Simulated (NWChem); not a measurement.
System: BN$_{2}$H$_{4}$F; SMILES NB(N)F

Input file for NWChem:

```
start job
memory heap 200 mb stack 900 mb global 1100 mb
geometry units angstroms noautoz
  B      0.000000     0.000000    -0.018340
  F      0.000000     0.000000    -1.368566
  N     -1.251104     0.000000     0.636870
  H     -2.113577     0.000000     0.112548
  H     -1.371504     0.000000     1.637830
  N      1.251104     0.000000     0.636870
  H      1.371504     0.000000     1.637830
  H      2.113577     0.000000     0.112548
end
basis spherical
  * library 6-31g*
end
dft
  xc mn15
  iterations 150
  mulliken
end
task dft energy
```

Output (shortened):

```
             Northwest Computational Chemistry Package (NWChem) 7.3.0
             --------------------------------------------------------

 C2V symmetry detected

                             Geometry "geometry" -> ""
                             -------------------------

 Output coordinates in angstroms (scale by  1.889725989 to convert to a.u.)

  No.       Tag          Charge          X              Y              Z
 ---- ---------------- ---------- -------------- -------------- --------------
    1 B                    5.0000     0.00000000     0.00000000    -0.01859444
    2 F                    9.0000     0.00000000     0.00000000    -1.36882044
    3 N                    7.0000    -1.25110400     0.00000000     0.63661556
    4 H                    1.0000    -2.11357700     0.00000000     0.11229356
    5 H                    1.0000    -1.37150400     0.00000000     1.63757556
    6 N                    7.0000     1.25110400     0.00000000     0.63661556
    7 H                    1.0000     1.37150400     0.00000000     1.63757556
    8 H                    1.0000     2.11357700     0.00000000     0.11229356

 Effective nuclear repulsion energy (a.u.)     114.6925562700

      Symmetry information
      --------------------

 Group name             C2v
 Group number             16
 Group order               4
 No. of unique centers     5

                                 NWChem DFT Module
                                 -----------------

 Summary of "ao basis" -> "ao basis" (spherical)
 ------------------------------------------------------------------------------
       Tag                 Description            Shells   Functions and Types
 ---------------- ------------------------------  ------  ---------------------
 B                           6-31g*                  6       14   3s2p1d
 F                           6-31g*                  6       14   3s2p1d
 N                           6-31g*                  6       14   3s2p1d
 H                           6-31g*                  2        2   2s

      Symmetry analysis of basis
      --------------------------

        a1         28
        a2          6
        b1         20
        b2         10

            General Information
            -------------------
          SCF calculation type: DFT
          Wavefunction type:  closed shell.
          No. of atoms     :     8
          No. of electrons :    32
           Alpha electrons :    16
            Beta electrons :    16
          Charge           :     0
          Spin multiplicity:     1
          Use of symmetry is: on ; symmetry adaption is: on
          Maximum number of iterations: 150
          AO basis - number of functions:    64
                     number of shells:    32
          Convergence on energy requested:  1.00D-06
          Convergence on density requested:  1.00D-05
          Convergence on gradient requested:  5.00D-04

              XC Information
              --------------
                         MN15 Method XC Functional
                     Hartree-Fock (Exact) Exchange  0.440
                          MN15 Exchange Functional  1.000
                        MN15 Correlation Potential  1.000

             Grid Information
             ----------------
          Grid used for XC integration:  medium
          Radial quadrature: Mura-Knowles
          Angular quadrature: Lebedev.
          Tag              B.-S. Rad. Rad. Pts. Rad. Cut. Ang. Pts.
          ---              ---------- --------- --------- ---------
          B                   0.85       49           7.0       434
          F                   0.50       49           9.0       434
          N                   0.65       49           9.0       434
          H                   0.35       45          10.0       434
          Grid pruning is: on
          Number of quadrature shells:   237
          Spatial weights used:  Erf1

      Superposition of Atomic Density Guess
      -------------------------------------

 Sum of atomic energies:        -234.47882716

      Non-variational initial energy
      ------------------------------

 Total energy =    -236.291443
 1-e energy   =    -548.161117
 2-e energy   =     197.177117
 HOMO         =      -0.327832
 LUMO         =       0.108915

      Symmetry analysis of molecular orbitals - initial
      -------------------------------------------------

  Numbering of irreducible representations:

     1 a1          2 a2          3 b1          4 b2

  Orbital symmetries:

     1 a1          2 a1          3 b1          4 a1          5 a1
     6 a1          7 b1          8 a1          9 a1         10 b1
    11 b2         12 a1         13 b1         14 b1         15 b2
    16 a2         17 a1         18 b2         19 b1         20 a1
    21 b1         22 a1         23 a1         24 b1         25 b2
    26 a1

     ---------------------------------------------
      Total Density - Mulliken Population Analysis
     ---------------------------------------------

    Atom       Charge   Shell Charges
 -----------   ------   -------------------------------------------------------
    1 B    5     4.03   2.00  0.52  1.05  0.18  0.15  0.14
    2 F    9     9.50   2.00  0.95  3.46  0.99  2.11  0.01
    3 N    7     8.11   2.00  0.80  2.69  0.80  1.81  0.01
    4 H    1     0.56   0.41  0.15
    5 H    1     0.56   0.41  0.15
    6 N    7     8.11   2.00  0.80  2.69  0.80  1.81  0.01
    7 H    1     0.56   0.41  0.15
    8 H    1     0.56   0.41  0.15

   convergence    iter        energy       DeltaE   RMS-Dens  Diis-err
 ---------------- ----- ----------------- --------- --------- ---------
 d= 0,ls=0.0,diis     1   -236.4200827130 -3.51D+02  1.29D-02  9.65D-01
 d= 0,ls=0.0,diis     2   -236.4623232678 -4.22D-02  5.65D-03  4.14D-01
 d= 0,ls=0.0,diis     3   -236.4926175697 -3.03D-02  1.65D-03  5.87D-02
 d= 0,ls=0.0,diis     4   -236.4972627532 -4.65D-03  2.93D-04  1.14D-03
 d= 0,ls=0.0,diis     5   -236.4973555793 -9.28D-05  8.01D-05  1.25D-04
  Resetting Diis
 d= 0,ls=0.0,diis     6   -236.4973677675 -1.22D-05  1.03D-05  5.67D-07
 d= 0,ls=0.0,diis     7   -236.4973678622 -9.47D-08  2.17D-06  2.11D-08

         Total DFT energy =     -236.497367862188
      One electron energy =     -552.356340175095
           Coulomb energy =      230.933546547179
    Exchange-Corr. energy =      -29.767130504245
 Nuclear repulsion energy =      114.692556269974

 Numeric. integr. density =       32.000003121288

                  Occupations of the irreducible representations
                  ----------------------------------------------

                     irrep           alpha         beta
                     --------     --------     --------
                     a1                8.0          8.0
                     a2                1.0          1.0
                     b1                5.0          5.0
                     b2                2.0          2.0

                       DFT Final Molecular Orbital Analysis
                       ------------------------------------

 Vector   14  Occ=2.000000D+00  E=-4.029608D-01  Symmetry=b1
              MO Center= -3.1D-18,  2.2D-17, -7.0D-01, r^2= 1.8D+00
   Bfn.  Coefficient  Atom+Function         Bfn.  Coefficient  Atom+Function
  ----- ------------  ---------------      ----- ------------  ---------------
    17      0.558899  2 F  px                21      0.378660  2 F  px
    31      0.190011  3 N  px                49      0.190011  6 N  px
    34      0.180055  3 N  s                 52     -0.180055  6 N  s
     3     -0.168176  1 B  px                 7      0.135767  1 B  px
    33     -0.127245  3 N  pz                51      0.127245  6 N  pz

 Vector   15  Occ=2.000000D+00  E=-3.300814D-01  Symmetry=b2
              MO Center= -4.2D-15, -6.5D-17,  3.1D-01, r^2= 2.4D+00
   Bfn.  Coefficient  Atom+Function         Bfn.  Coefficient  Atom+Function
  ----- ------------  ---------------      ----- ------------  ---------------
    32      0.364544  3 N  py                50      0.364544  6 N  py
    36      0.293845  3 N  py                54      0.293845  6 N  py
    18     -0.267090  2 F  py                22     -0.199166  2 F  py
     4      0.188382  1 B  py                 8      0.060559  1 B  py
    11      0.028134  1 B  d -1

 Vector   16  Occ=2.000000D+00  E=-2.743127D-01  Symmetry=a2
              MO Center=  2.3D-15, -1.7D-16,  6.3D-01, r^2= 2.4D+00
   Bfn.  Coefficient  Atom+Function         Bfn.  Coefficient  Atom+Function
  ----- ------------  ---------------      ----- ------------  ---------------
    32      0.437998  3 N  py                50     -0.437998  6 N  py
    36      0.375982  3 N  py                54     -0.375982  6 N  py
    10     -0.039757  1 B  d -2

 Vector   17  Occ=0.000000D+00  E= 1.301487D-01  Symmetry=a1
              MO Center= -4.3D-17,  3.2D-17,  1.1D+00, r^2= 5.4D+00
   Bfn.  Coefficient  Atom+Function         Bfn.  Coefficient  Atom+Function
  ----- ------------  ---------------      ----- ------------  ---------------
    34      1.151022  3 N  s                 52      1.151022  6 N  s
    46     -0.842903  5 H  s                 62     -0.842903  7 H  s
    44     -0.654163  4 H  s                 64     -0.654163  8 H  s
     6     -0.459817  1 B  s                 35     -0.203595  3 N  px
    53      0.203595  6 N  px                37      0.178211  3 N  pz

 Vector   18  Occ=0.000000D+00  E= 1.568648D-01  Symmetry=b2
              MO Center=  4.8D-16, -1.5D-15,  3.3D-02, r^2= 2.0D+00
   Bfn.  Coefficient  Atom+Function         Bfn.  Coefficient  Atom+Function
  ----- ------------  ---------------      ----- ------------  ---------------
     8      0.736228  1 B  py                 4      0.574763  1 B  py
    36     -0.378560  3 N  py                54     -0.378560  6 N  py
    32     -0.259529  3 N  py                50     -0.259529  6 N  py
    22     -0.234307  2 F  py                18     -0.229344  2 F  py
    38      0.029024  3 N  d -2              56     -0.029024  6 N  d -2

 Vector   19  Occ=0.000000D+00  E= 1.741197D-01  Symmetry=b1
              MO Center= -3.3D-16,  2.0D-17,  9.1D-01, r^2= 6.2D+00
   Bfn.  Coefficient  Atom+Function         Bfn.  Coefficient  Atom+Function
  ----- ------------  ---------------      ----- ------------  ---------------
    34      1.152550  3 N  s                 52     -1.152550  6 N  s
    46     -0.878292  5 H  s                 62      0.878292  7 H  s
    44     -0.799689  4 H  s                 64      0.799689  8 H  s
    35     -0.308484  3 N  px                53     -0.308484  6 N  px
    31     -0.164845  3 N  px                49     -0.164845  6 N  px

     ---------------------------------------------
      Total Density - Mulliken Population Analysis
     ---------------------------------------------

    Atom       Charge   Shell Charges
 -----------   ------   -------------------------------------------------------
    1 B    5     4.45   1.99  0.48  1.41  0.12  0.29  0.15
    2 F    9     9.29   2.00  0.89  3.38  1.02  2.00  0.01
    3 N    7     7.76   2.00  0.73  2.61  0.79  1.61  0.01
    4 H    1     0.68   0.51  0.17
    5 H    1     0.69   0.51  0.18
    6 N    7     7.76   2.00  0.73  2.61  0.79  1.61  0.01
    7 H    1     0.69   0.51  0.18
    8 H    1     0.68   0.51  0.17

     -------------------------------------------
      Total Density - Lowdin Population Analysis
     -------------------------------------------

    Atom       Charge   Shell Charges
 -----------   ------   -------------------------------------------------------
    1 B    5     5.15   1.97  0.39  1.31  0.30  0.80  0.39
    2 F    9     9.05   1.99  0.87  3.23  0.80  2.14  0.02
    3 N    7     7.39   1.99  0.64  2.42  0.51  1.79  0.04
    4 H    1     0.75   0.47  0.28
    5 H    1     0.76   0.47  0.28
    6 N    7     7.39   1.99  0.64  2.42  0.51  1.79  0.04
    7 H    1     0.76   0.47  0.28
    8 H    1     0.75   0.47  0.28

     Multipole analysis of the density
     ---------------------------------

     L   x y z        total         alpha         beta         nuclear
     -   - - -        -----         -----         ----         -------
     0   0 0 0     -0.000000    -16.000000    -16.000000     32.000000

     1   1 0 0     -0.000000     -0.000000     -0.000000     -0.000000
     1   0 1 0     -0.000000     -0.000000     -0.000000      0.000000
     1   0 0 1      0.885793      0.442896      0.442896      0.000000

     2   2 0 0    -12.009181    -67.802071    -67.802071    123.594961
     2   1 1 0     -0.000000     -0.000000     -0.000000      0.000000
     2   1 0 1     -0.000000     -0.000000     -0.000000      0.000000
     2   0 2 0    -18.439856     -9.219928     -9.219928      0.000000
     2   0 1 1      0.000000      0.000000      0.000000      0.000000
     2   0 0 2    -15.433001    -57.581399    -57.581399     99.729797
```

Level: MN15/6-31G* (spherical d). Structure relaxed at the PBE0/def2-SVP level.
